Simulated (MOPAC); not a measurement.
Job for MOPAC: PM7 on HF (SMILES F).

```
PM7 1SCF PRECISE CHARGE=0 THREADS=1
FH

F      1.45958480 1     0.31951535 1    -0.17441569 1
H      1.34353286 1     0.29973948 1     0.74874191 1
```

Output:

```
*******************************************************************************
 **                                                                           **
 **                              MOPAC v23.2.5                                **
 **                                                                           **
 *******************************************************************************
 ** MOPAC's Digital Object Identifier: https://doi.org/10.5281/zenodo.6511958 **
 **                                                                           **
 ** Please cite the open-source release paper for use of this MOPAC version:  **
 ** J. E. Moussa and J. J. P. Stewart (2026)                                  **
 ** MOPAC: An open-source semiempirical molecular orbital program             **
 ** J. Open Source Softw., 11(119), 8025, https://doi.org/10.21105/joss.08025 **
 *******************************************************************************

                              PM7 CALCULATION RESULTS

 *******************************************************************************
 *  PM7        - The PM7 Hamiltonian to be used
 *
 *
 *
 *                 CHARGE ON SYSTEM = 0
 *
 *
 *
 *  PRECISE    - TIGHTER CRITERIA TO BE USED
 *  1SCF       - DO 1 SCF AND THEN STOP
 *  THREADS=1  - MULTI-THREADING NOT USED
 *  T=         - A TIME OF 172800.0 SECONDS REQUESTED
 *  DUMP=N     - RESTART FILE WRITTEN EVERY 7200.0 SECONDS REQUESTED
 *******************************************************************************
PM7 1SCF PRECISE CHARGE=0 THREADS=1
 FH

   ATOM   CHEMICAL          X               Y               Z
  NUMBER   SYMBOL      (ANGSTROMS)     (ANGSTROMS)     (ANGSTROMS)

     1       F          1.45958480  *   0.31951535  *  -0.17441569  *
     2       H          1.34353286  *   0.29973948  *   0.74874191  *



          CARTESIAN COORDINATES

    NO.       ATOM           X           Y           Z

     1         F          1.4596      0.3195     -0.1744
     2         H          1.3435      0.2997      0.7487

 General Reference for PM7:
 "Optimization of Parameters for Semiempirical Methods VI: More Modifications to the
 NDDO Approximations and Re-optimization of Parameters", J. J. P. Stewart, J. Mol. Mod., 1:32, 19 (2013)
 https://link.springer.com/article/10.1007/s00894-012-1667-x

           Empirical Formula: H F  =     2 atoms



      MOLECULAR POINT GROUP   :   C*v


      RHF CALCULATION, NO. OF DOUBLY OCCUPIED LEVELS = 4


 -------------------------------------------------------------------------------
 PM7 1SCF PRECISE CHARGE=0 THREADS=1
 FH



     1SCF WAS SPECIFIED, SO BFGS WAS NOT USED
     SCF FIELD WAS ACHIEVED


                              PM7 CALCULATION
                                                       MOPAC v23.2.5 Linux




          FINAL HEAT OF FORMATION =        -61.19732 KCAL/MOL =    -256.04959 KJ/MOL


          COSMO AREA              =         39.59 SQUARE ANGSTROMS
          COSMO VOLUME            =         23.14 CUBIC ANGSTROMS

          IONIZATION POTENTIAL    =         15.716164 EV
          HOMO LUMO ENERGIES (EV) =        -15.716  4.380
          NO. OF FILLED LEVELS    =          4
          MOLECULAR WEIGHT        =         20.0063         POINT GROUP:  C*v

          MOLECULAR DIMENSIONS (Angstroms)

            Atom       Atom       Distance
            H     2    F     1     0.93063
            H     2    F     1     0.00000
            F     1    H     2     0.00000


          SCF CALCULATIONS        =          1





   ATOM   CHEMICAL          X               Y               Z
  NUMBER   SYMBOL      (ANGSTROMS)     (ANGSTROMS)     (ANGSTROMS)

     1       F          1.45958480  *   0.31951535  *  -0.17441569  *
     2       H          1.34353286  *   0.29973948  *   0.74874191  *

                             CARTESIAN COORDINATES

   1    F        1.459584800     0.319515350    -0.174415690
   2    H        1.343532860     0.299739480     0.748741910


           Empirical Formula: H F  =     2 atoms



      MOLECULAR POINT GROUP   :   C*v


                  EIGENVALUES
 -40.31205 -17.29491 -15.71616 -15.71616   4.38036


              NET ATOMIC CHARGES AND DIPOLE CONTRIBUTIONS

  ATOM NO.   TYPE          CHARGE      No. of ELECS.   s-Pop       p-Pop
    1          F          -0.294798        7.2948     1.96007     5.33473
    2          H           0.294798        0.7052     0.70520
 DIPOLE           X         Y         Z       TOTAL
 POINT-CHG.    -0.164    -0.028     1.307     1.318
 HYBRID        -0.024    -0.004     0.191     0.192
 SUM           -0.188    -0.032     1.498     1.510


          ATOMIC ORBITAL ELECTRON POPULATIONS

     Atom    s        px        py        pz
    1  F   1.96007   1.98965   1.99970   1.34538
    2  H   0.70520

 **********************
 *                    *
 * JOB ENDED NORMALLY *
 *                    *
 **********************




 == MOPAC DONE ==
```

The run finished.

Cost: roughly 0.020 core-seconds.
